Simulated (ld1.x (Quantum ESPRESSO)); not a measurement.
## scandium, PAW: configuration errors across variants

- Element: scandium (Sc)
- Generator: ld1.x (Quantum ESPRESSO) 7.5
- Type: PAW
- Functional: PBE
- Relativity: scalar-relativistic
- Frozen core: [Ne]
- Valence charge: 11
- Reference configuration: 3s2 3p6 3d1 4s0 4p0 (charge +2)
- Partial waves: 3s (bound): rcut 1.40, rcutus 1.45 bohr; 4s (bound, empty): rcut 1.40, rcutus 1.45 bohr; 3p (bound): rcut 1.55, rcutus 1.75 bohr; 4p (bound, empty): rcut 1.55, rcutus 1.75 bohr; 3d (bound): rcut 1.35, rcutus 1.75 bohr; 3d channel at 2.05 Ry: rcut 1.35, rcutus 1.75 bohr
- Local potential: all-electron potential smoothed inside 1.10 bohr (lloc = -2)
- Core correction: Bessel-smoothed model core, default radius (core density twice the valence density)
- Augmentation charge: PSQ, inside the norm-conserving radii

All-electron excitation energies from the reference (eV): (1) 3s2 3p6 3d1 4s2 4p0 -19.665; (2) 3s2 3p6 3d1 4s1 4p0 -12.768; (3) 3s2 3p6 3d0 4s0 4p0 24.870; (4) 3s2 3p5 3d1 4s2 4p0 20.512; (5) 3s2 3p6 3d2 4s0 4p0 -12.087; (6) 3s1 3p6 3d1 4s2 4p0 42.307; (7) 3s2 3p6 3d2 4s1 4p0 -17.997.

The default core radius of the base comes out at 0.56 bohr.

The overlap operator is not positive definite (basis up to 400 Ry) in “base”, “augmentation BESSEL, radius 1.20 bohr”, “wave 3d channel at 2.05 Ry: rcut 1.35, rcutus 1.75 bohr becomes 3d channel at 2.59 Ry: rcut 1.35, rcutus 1.75 bohr”, “waves 3p (bound): rcut 1.55, rcutus 1.94 bohr; 4p (bound): rcut 1.55, rcutus 1.94 bohr”, “local potential all-electron potential smoothed inside 1.15 bohr (lloc = -1)”, “waves 3d (bound): rcut 1.35, rcutus 1.56 bohr; 3d channel at 2.05 Ry: rcut 1.35, rcutus 1.56 bohr”, “all radii but the core radius scaled by about 1.06 (s 1.54, p 1.86, d 1.86 bohr, rcut 1.50/1.66/1.44); local potential all-electron potential smoothed inside 1.18 bohr (lloc = -2)”, “core correction a·sin(br)/r model core, default radius (ld1.x builds one for every PAW set, though the input has nlcc=.false.)”. Such files are unfit for use, however small their errors in these radial tests.

Tests that are not counted but printed errors over 1 eV. “all radii but the core radius scaled by about 1.06 (s 1.54, p 1.86, d 1.86 bohr, rcut 1.50/1.66/1.44); local potential all-electron potential smoothed inside 1.18 bohr (lloc = -2)”: 3s1 3p6 3d1 4s2 4p0 (solver errors, printed error -784 eV).

3 further variants failed, have other tests or another functional or relativity, and are left out.

Errors AE − PS in meV (a dash: test not solved or not reliable):

```csv
change,(1),(2),(3),(4),(5),(6),(7),bound ghosts
base,+1.1,+0.6,+10,+4.6,+2.0,+12,+2.0,not determined (overlap not positive)
"augmentation BESSEL, radius 1.20 bohr",+1.2,+0.7,+6.0,+0.2,+0.8,+6.2,+1.7,not determined (overlap not positive)
"wave 3d channel at 2.05 Ry: rcut 1.35, rcutus 1.75 bohr becomes 3d channel at 2.59 Ry: rcut 1.35, rcutus 1.75 bohr",+1.2,+0.7,+10,+5.0,+3.0,+12,+2.8,not determined (overlap not positive)
"waves 3p (bound): rcut 1.55, rcutus 1.94 bohr; 4p (bound): rcut 1.55, rcutus 1.94 bohr",+1.0,+0.6,+78,+85,+19,+120,+11,not determined (overlap not positive)
local potential all-electron potential smoothed inside 1.15 bohr (lloc = -1),+1.6,+0.8,+13,+12,+11,+22,+9.7,not determined (overlap not positive)
"waves 3d (bound): rcut 1.35, rcutus 1.56 bohr; 3d channel at 2.05 Ry: rcut 1.35, rcutus 1.56 bohr",+0.9,+0.5,+10,+4.6,+0.4,+12,+0.7,not determined (overlap not positive)
"all radii but the core radius scaled by about 1.06 (s 1.54, p 1.86, d 1.86 bohr, rcut 1.50/1.66/1.44); local potential all-electron potential smoothed inside 1.18 bohr (lloc = -2)",+2.3,+1.0,+60,+82,+16,–,+11,not determined (overlap not positive)
"core correction a·sin(br)/r model core, default radius (ld1.x builds one for every PAW set, though the input has nlcc=.false.)",+1.1,+0.6,+9.9,+3.5,+1.9,+11,+1.9,not determined (overlap not positive)
```

Question: Give the same row for: local potential all-electron potential smoothed inside 1.68 bohr (lloc = -2).

Answer: +0.9, +0.6, +0.1, -9.4, -1.1, -9.5, -0.3; bound ghosts: none.
